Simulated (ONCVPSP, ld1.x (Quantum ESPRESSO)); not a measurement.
## Hardness and transferability of assorted potentials

Generated with ld1.x 7.5 (TM, RRKJ, ultrasoft, PAW), atompaw 4.2 or ONCVPSP 4.0.1. The cutoff is in Ry: for ld1.x and atompaw files where the sum of valence levels is converged to 10 mRy in a Bessel basis, for ONCV files where the hardest occupied wave has 1 mHa per electron of residual kinetic energy. The error is the largest all-electron minus pseudo excitation energy over each file’s own four to seven test configurations (ionisations up to +4, promotions, holes and added fractions of an electron), all of which were solved. The labels leave out finer settings (local radius, basis sizes, second energies), which also bear on the numbers. Spin-polarised tests are not counted. The rows are a selection from randomly drawn settings: files with unsolved tests, undetermined cutoffs or missed reference levels are left out.

A true bound ghost makes a file unfit for plane-wave use even where its test errors are small: the radial tests pick states by their node count and pass the ghost by.

```tsv
element	potential	cutoff (Ry)	largest error (meV)	bound ghosts
O	ONCV, PBE, scalar-relativistic, rc 0.70/1.45 (sp), local s, core correction yes, reference 2s2 2p2, qcut 7.5/7.9, projectors 0/2	275	+1429	none
Cl	ONCV, PBE, fully relativistic, rc 1.25/1.40/1.35 (spd), local smoothed, core correction yes, reference 3s2 3p5, qcut 4.2/6/7.3, projectors 2/2/1	107	+146	none
Ni	ONCV, PBEsol, scalar-relativistic, rc 2.45/2.60/0.90 (spd), local smoothed, core correction yes, reference 3d8 4s2, qcut 2.8/2.6/18.9, projectors 3/1/3	247	-222	s, p
Nb	RRKJ, PBEsol, non-relativistic, rc 2.40/1.85/2.15 (spd), local s, core correction yes, reference 4p6 4d2 5s0 5p0	35	-651	none
Cs	ONCV, PBE, scalar-relativistic, rc 2.65/2.90/2.60 (spd), local smoothed, core correction no, reference 5s2 5p6 6s1, qcut 3.4/6/3.9, projectors 2/2/3	17	-122	none
Ir	ultrasoft, PBE, scalar-relativistic, rc 2.30/3.60/2.00 (spd), local smoothed, core correction no, reference 5d7 6s2 6p0	30	+165	none
```

(1) Fill in the row for O: ONCV, LDA (Perdew-Wang 92), scalar-relativistic, rc 0.65/1.75/1.45 (spd), local smoothed, core correction yes, reference 2s1 2p5, qcut 12.9/6.1/7.5, projectors 2/3/3.

(2) Fill in the row for C: ONCV, PBEsol, scalar-relativistic, rc 1.05/1.90/1.95 (spd), local smoothed, core correction yes, reference 2s2 2p2, qcut 5/8.4/4.2, projectors 2/2/2.

(3) Fill in the row for Xe: ONCV, PBEsol, scalar-relativistic, rc 1.30/1.00/0.95 (spd), local d, core correction no, reference 4s2 4p6 4d10 5s2 5p6, qcut 11.6/15.3/10.4, projectors 3/2/0.

Results:

(1) cutoff 83 Ry, largest error +1113 meV, bound ghosts: s.

(2) cutoff 77 Ry, largest error +356 meV, bound ghosts: none.

(3) cutoff 157 Ry, largest error -22 meV, bound ghosts: none.
